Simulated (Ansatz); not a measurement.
Mulliken charges of CH5FSiTe, SMILES `F[SiH2]C[TeH]` from r2SCAN/def2-TZVPP in Ansatz (PBE0-D4/def2-TZVP geometry).

| atom | x (Å) | y (Å) | z (Å) | charge (e) |
| --- | --- | --- | --- | --- |
| F1 | -1.500 | 0.588 | 1.086 | -0.333 |
| Si2 | -0.343 | 1.029 | 0.068 | 0.582 |
| C3 | 0.887 | -0.350 | -0.097 | -0.343 |
| Te4 | -0.040 | -2.180 | -0.746 | 0.034 |
| H5 | -0.965 | 1.329 | -1.242 | -0.082 |
| H6 | 0.290 | 2.243 | 0.646 | -0.091 |
| H7 | 1.448 | -0.538 | 0.818 | 0.120 |
| H8 | 1.597 | -0.103 | -0.891 | 0.114 |
| H9 | -1.285 | -2.064 | 0.342 | 0.000 |

Task: By hand: the dipole of these point charges (1 e Å = 4.8032 D).

Result: Σ q r = (0.403, 0.060, -0.275) e Å, of length 0.492 e Å = 2.36 D.

Task: How does the dipole of the full density compare? (Estimate.)

Result: The calculation gave: (0.324, 0.092, -0.094) e Å, 1.68 D; the point charges give 1.40 times that, at 20° from its direction.

Point charges leave out the atoms' own dipoles, such as those of lone pairs, and Mulliken's split depends on the basis, so the two needn't agree.
